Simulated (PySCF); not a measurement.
C₆H₅GaO.
Atom-mapped SMILES: `[CH:1]#[C:2][c:3]1[cH:4][cH:5][c:6]([GaH2:7])[o:8]1` (hydrogens: H9 on C1; H10 on C4; H11 on C5; H12, H13 on Ga7)

Structure used (PBE0-D3(BJ)/def2-SVP), in Å, numbered top down from 1:
```xyz
13
C6H5GaO angstrom
C     -3.1949    1.6557   -0.1013
C     -2.1990    0.9619   -0.1149
C     -1.0497    0.1409   -0.1331
C     -0.8721   -1.1919   -0.4099
C      0.5185   -1.4460   -0.2550
C      1.1076   -0.2581    0.1058
Ga     2.9418    0.3326    0.5215
O      0.1482    0.7026    0.1772
H     -4.0754    2.2711   -0.0877
H     -1.6555   -1.8928   -0.6879
H      1.0231   -2.4005   -0.3946
H      3.4550    0.2535    2.0009
H      3.8478    0.8721   -0.6391
```

Level: CAM-B3LYP/def2-SVPD in PySCF, non-relativistic, on one gas-phase PBE0-D3(BJ)/def2-SVP geometry that isn't relaxed in the solvent. The solvent is an IEF-PCM continuum (Bondi radii, 1.10 Å for H, scaled by 1.2), and excitations are vertical TDDFT with non-equilibrium linear response and a frozen core. Only the electrostatic response of the medium enters. Spin–orbit coupling is left out although an atom past zinc is present.

```json
{"run": "gas", "E − E(gas) (kcal/mol)": "0.00", "HOMO (eV)": "-7.54", "HOMO–LUMO gap (eV)": "6.48", "dipole (D)": "1.03", "lowest singlet (eV)": "3.82", "static polarisability (au)": "105.7"}
{"run": "P", "E − E(gas) (kcal/mol)": "-6.27", "HOMO (eV)": "-7.58", "HOMO–LUMO gap (eV)": "7.01", "dipole (D)": "1.54", "lowest singlet (eV)": "4.29", "static polarisability (au)": "143.4"}
{"run": "Q", "E − E(gas) (kcal/mol)": "-5.18", "HOMO (eV)": "-7.56", "HOMO–LUMO gap (eV)": "6.93", "dipole (D)": "1.45", "lowest singlet (eV)": "4.21", "static polarisability (au)": "136.2"}
```

Problem. The runs were made in methanol and tetrahydrofuran. Which run belongs to which solvent?

Solution. P = methanol, Q = tetrahydrofuran. The dielectric constants are 7.426 (tetrahydrofuran), 32.61 (methanol), and the energy falls further as ε rises. The optical constants n² used for the excitations are 1.97, 1.77 in the same order. In this model the ground state sees the solvent through ε alone.

Problem. How constant is the ratio of the lowering to (ε − 1)/(2ε + 1)?

Solution. 
```json
{"solvent": "tetrahydrofuran", "(ε − 1)/(2ε + 1)": "0.405", "E − E(gas) (kcal/mol)": "-5.18", "ratio (kcal/mol)": "-12.8", "polarisation term (kcal/mol)": "-5.76"}
{"solvent": "methanol", "(ε − 1)/(2ε + 1)": "0.477", "E − E(gas) (kcal/mol)": "-6.27", "ratio (kcal/mol)": "-13.1", "polarisation term (kcal/mol)": "-7.14"}
```

The ratio changes by +2.8 % in size from tetrahydrofuran to methanol. The polarisation term is half the interaction of the solute with the induced surface charges.
